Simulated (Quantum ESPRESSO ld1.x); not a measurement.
The mean radii <r> (bohr) of the occupied orbitals of an atom or ion are listed with their occupations. Method: scalar-relativistic Kohn-Sham, LDA (Slater exchange, Perdew-Zunger correlation), spin-polarised, spherical densities, point nucleus; computed with ld1.x of Quantum ESPRESSO 7.5.

orbital  occ.      <r>
1s          2  0.01866
2s          2  0.07789
2p          6  0.06935
3s          2   0.1866

Name the element and its charge. Open shells, if any, are filled with parallel spins first.

Answer. Z = 73, tantalum, charge +61: Ta61+ in [Ne] 3s2. The 1s radius gives Z: for a bare nucleus <r> = (2 gamma + 1)/(2Z) with gamma = sqrt(1 - (Z/c)^2), 0.01844 bohr for Z = 73, and screening makes it slightly larger (0.01866 here). The occupations add up to 12, and the charge is Z minus that.
